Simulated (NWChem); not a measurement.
System: BBr₂ cation

Input file for NWChem:

```
start job
memory heap 200 mb stack 900 mb global 1100 mb
charge 1
geometry units angstroms noautosym nocenter noautoz
  Br    -1.772951    -0.023096     0.020274
  B     -0.000003     0.000439    -0.000000
  Br     1.772953     0.023363    -0.020275
end
basis spherical
  Br library 6-31g*
  B library 6-31g*
end
dft
  xc hfexch
  iterations 150
end
property
  shielding 2 1 2
end
task dft property
```

The geometry was optimised at B3LYP/6-31G* (spherical d).

GIAO values for the isolated, static molecule; σ is the absolute isotropic shielding, δ = σ(reference) − σ with the isolated reference molecule computed at the same levels (11B: boron trifluoride). Spin-orbit effects, on the heavy nuclei and on their neighbours, are missing.

Atoms are numbered as in the input.

Question: What results follow from this input? (Hartree-Fock/6-31G* (spherical d), GIAO.) Quantities: σ Br1 (ppm); δ B2 (ppm).

Answer: 
```json
{
  "σ Br1 (ppm)": "2380.1",
  "δ B2 (ppm)": "63.1"
}
```
